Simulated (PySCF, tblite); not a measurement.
Compound: C7H16Si2.
Structure used (GFN2-xTB), in Å, numbered top down from 1:
```
atom  x, y, z in Å
Si1    3.481    0.995    0.595
C2     1.619    0.939    0.350
C3     0.918    0.041   -0.345
Si4    1.720   -1.390   -1.292
C5    -0.585    0.079   -0.438
C6    -1.231   -1.179    0.168
C7    -2.697   -0.798    0.436
C8    -2.777    0.728    0.258
C9    -1.325    1.201    0.290
H10    3.753    1.900    1.718
H11    4.141    1.515   -0.607
H12    4.014   -0.333    0.912
H13    1.078    1.739    0.847
H14    3.011   -0.981   -1.843
H15    1.889   -2.542   -0.400
H16    0.832   -1.770   -2.398
H17   -0.855    0.125   -1.501
H18   -1.141   -2.040   -0.492
H19   -0.723   -1.420    1.103
H20   -2.988   -1.087    1.446
H21   -3.368   -1.304   -0.258
H22   -3.381    1.202    1.031
H23   -3.221    0.970   -0.709
H24   -1.192    2.173   -0.185
H25   -0.984    1.263    1.325
```

Method: PBE0/pcSseg-1 in PySCF (dipole) on a GFN2-xTB geometry, gas phase.

Take the most abundant isotopes and a rigid rotor. The values belong to one conformer with, in the numbering `[SiH3:1]/[CH:2]=[C:3](\[SiH3:4])[CH:5]1[CH2:6][CH2:7][CH2:8][CH2:9]1`, C2–C3–C5–C6 -118°, C3–C5–C6–C7 161°, C5–C6–C7–C8 -12°, C6–C7–C8–C9 -15°, C7–C8–C9–C5 37°.

**Question.** Give the principal moments of inertia and the rotational constants in MHz.

**Answer.** Ia = 261.80, Ib = 804.86, Ic = 990.66 u·Å²; 505379 MHz·u·Å²/I gives A = 1930, B = 627.9, C = 510.1 MHz.

**Question.** Classify the top.

**Answer.** An asymmetric top: κ = (2 × 627.9 − 1930 − 510.1)/(1930 − 510.1) = -0.83.

**Question.** Is it planar, by Δ = Ic − Ia − Ib?

**Answer.** Not planar: Δ = Ic − Ia − Ib = -76.00 u·Å². For a rigid frame Δ = −2 Σ m c², so Σ m c² = 38.00 u·Å² lies off the ab plane: 17.66 from hydrogen and 20.34 from heavier atoms. The atom farthest from that plane is 1.65 Å away.

**Question.** List the rotational levels J(Ka,Kc) to J = 3 (cm⁻¹).

**Answer.** Above 0(0,0):
J = 1: 1(0,1) 0.0380, 1(1,1) 0.0814, 1(1,0) 0.0853
J = 2: 2(0,2) 0.1136, 2(1,2) 0.1534, 2(1,1) 0.1652, 2(2,1) 0.2955, 2(2,0) 0.2958
J = 3: 3(0,3) 0.2265, 3(1,3) 0.2612, 3(1,2) 0.2848, 3(2,2) 0.4094, 3(2,1) 0.4107, 3(3,1) 0.6366, 3(3,0) 0.6366
The levels of one J sum to (2J + 1)J(J + 1)(A + B + C)/3.

**Question.** Predict some low-J microwave lines.

**Answer.** The dipole components are |μa| = 1.29 D, |μb| = 0.20 D, |μc| = 0.10 D. The squared components, which scale the intensities, stand as 1.00 : 0.02 : 0.01 (a : b : c). Some lines, for components of 0.1 D or more:

```csv
type,branch,"J(Ka,Kc)",MHz,lower level (cm⁻¹)
a,Q,"2(1,1) ← 2(1,2)",353,0.153
a,Q,"3(1,2) ← 3(1,3)",706,0.261
a,Q,"5(1,4) ← 5(1,5)",1758,0.584
a,R,"4(1,4) ← 3(1,3)",4302,0.261
a,R,"4(2,3) ← 3(2,2)",4546,0.409
b,R,"4(1,4) ← 3(0,3)",5344,0.227
a,R,"5(0,5) ← 4(0,4)",5546,0.376
a,R,"5(4,1) ← 4(4,0)",5707,1.106
a,R,"5(3,3) ← 4(3,2)",5713,0.789
b,R,"5(1,5) ← 4(0,4)",6232,0.376
b,Q,"4(3,1) ← 4(2,2)",6722,0.565
b,Q,"3(3,1) ← 3(2,2)",6812,0.409
b,R,"3(2,1) ← 2(1,2)",7713,0.153
b,Q,"4(4,1) ← 4(3,2)",9517,0.789
b,R,"4(3,2) ← 3(2,1)",11340,0.411
b,Q,"5(5,1) ← 5(4,2)",12237,1.297
b,R,"5(5,0) ← 4(4,1)",17944,1.106
```

**Question.** Estimate the classical rotational partition function at 25 K, 200 K and 500 K.

**Answer.** Point group C1, symmetry number σ = 1; q = (√π/σ)·√((kT/h)³/(ABC)), k/h = 20836.6 MHz/K: 26800 at 25 K, 606000 at 200 K, 2400000 at 500 K.

Its GFN2-xTB frequencies are all real (lowest 36 cm⁻¹). Zero-point vibration and centrifugal distortion are left out. A rigid rotor knows nothing of internal rotation, which can split or shift real lines.
